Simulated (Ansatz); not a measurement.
Ansatz (an electronic-structure program) input (CCSD(T)/aug-cc-pV(D+d)Z):
A basis named .json is the Basis Set Exchange file of that set.

Ansatz 0.2 input:
```yaml
crystal:
  periodic: [false, false, false]
  atoms:
    - {symbol: Si, position_ang: [-0.95498657, -0.70182475, -0.74032531]}
    - {symbol: N, position_ang: [0.55188036, -0.01816519, 0.15042733]}
    - {symbol: C, position_ang: [0.94897049, 1.33214238, -0.37816308]}
    - {symbol: H, position_ang: [1.13945808, 1.25966088, -1.44629239]}
    - {symbol: H, position_ang: [0.13619169, 2.03062229, -0.19231380]}
    - {symbol: H, position_ang: [1.84621353, 1.66839094, 0.13671936]}
    - {symbol: C, position_ang: [0.35518307, 0.01050901, 1.64069807]}
    - {symbol: H, position_ang: [-0.47015645, 0.68103168, 1.86925344]}
    - {symbol: H, position_ang: [0.12762793, -0.99243886, 1.99390274]}
    - {symbol: H, position_ang: [1.26440883, 0.37342833, 2.11483959]}
    - {symbol: H, position_ang: [-0.55049032, -0.71466296, -2.15187404]}
    - {symbol: H, position_ang: [-1.99953801, 0.27507066, -0.40803101]}
    - {symbol: H, position_ang: [-1.14146779, -2.03004203, -0.14256664]}
    - {symbol: H, position_ang: [1.32948061, -0.65426644, -0.03728414]}
basis:
  gaussian:
    orbitals: aug-cc-pV_D+d_Z.json
total_charge: 1
magnetization: {spin_polarized: false}
correlation: {method: ccsd_t, electrons: outside_noble_gas}
output: {forces: true}
```

End of the output:

```
densities: 5.33 GiB planned
second order -15.99153380 eV of doubles, -0.00000000 eV of singles
coupled cluster: 2.64 GiB planned
cycle   1  -17.16753137 eV  change    -1.2e0 eV  update   8.7e-2
cycle   2  -17.70576422 eV  change   -5.4e-1 eV  update   2.6e-2
cycle   3  -17.76413453 eV  change   -5.8e-2 eV  update   8.5e-3
cycle   4  -17.76255904 eV  change    1.6e-3 eV  update   2.3e-3
cycle   5  -17.76324989 eV  change   -6.9e-4 eV  update   6.9e-4
cycle   6  -17.76320067 eV  change    4.9e-5 eV  update   2.0e-4
cycle   7  -17.76314912 eV  change    5.2e-5 eV  update   5.5e-5
cycle   8  -17.76315123 eV  change   -2.1e-6 eV  update   1.8e-5
cycle   9  -17.76314552 eV  change    5.7e-6 eV  update   5.5e-6
perturbative correction -0.52826231 eV, -0.0194132819 hartree
the calculation of the forces begins
Total energy: -11576.25703639 eV, -425.4195994184 hartree
Atom 0 at    -0.954987    -0.701825    -0.740325 Å, force    -0.254367    -0.117464    -0.151712 eV/Å
Atom 1 at     0.551880    -0.018165     0.150427 Å, force    -0.017203     0.004454    -0.002144 eV/Å
Atom 2 at     0.948970     1.332142    -0.378163 Å, force    -0.012651    -0.117581     0.081204 eV/Å
Atom 3 at     1.139458     1.259661    -1.446292 Å, force     0.085347    -0.047767    -0.488408 eV/Å
Atom 4 at     0.136192     2.030622    -0.192314 Å, force    -0.399378     0.304711     0.100378 eV/Å
Atom 5 at     1.846214     1.668391     0.136719 Å, force     0.402775     0.141176     0.237557 eV/Å
Atom 6 at     0.355183     0.010509     1.640698 Å, force     0.050208     0.022328    -0.132514 eV/Å
Atom 7 at    -0.470156     0.681032     1.869253 Å, force    -0.392247     0.320582     0.076134 eV/Å
Atom 8 at     0.127628    -0.992439     1.993903 Å, force    -0.101888    -0.464509     0.148186 eV/Å
Atom 9 at     1.264409     0.373428     2.114840 Å, force     0.413131     0.164226     0.202347 eV/Å
Atom 10 at    -0.550490    -0.714663    -2.151874 Å, force     0.050650     0.008432    -0.142657 eV/Å
Atom 11 at    -1.999538     0.275071    -0.408031 Å, force    -0.105986     0.120566     0.047755 eV/Å
Atom 12 at    -1.141468    -2.030042    -0.142567 Å, force    -0.012665    -0.132493     0.072614 eV/Å
Atom 13 at     1.329481    -0.654266    -0.037284 Å, force     0.294274    -0.206661    -0.048737 eV/Å
Dipole moment:     0.258474    -0.006640     0.071676 e Å
```

It need not be the lowest isomer of its formula.
